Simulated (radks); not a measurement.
Charge is removed step by step from the 4s down level of V, starting from [Ar] 3d3 4s(up 1, down 1). Method: scalar-relativistic Kohn-Sham, r2SCAN, spin-polarised, spherical densities, finite nucleus; open shells are filled with parallel spins first; meta-GGA in the generalised Kohn-Sham scheme; Fermi nuclear charge, rms radius 3.6002 fm; computed with a radial shooting solver on a logarithmic mesh with Libxc functionals.

removed (e),E - E(0) (eV),eigenvalue (eV)
0,0.000,-4.362
0.125,0.584,-4.975
0.25,1.243,-5.584
0.375,1.979,-6.183
0.5,2.788,-6.761
0.625,3.667,-7.302
0.75,4.611,-7.778
0.875,5.606,-8.116

The mean slope of the eigenvalue, de/dn, is 4.29 eV per electron.
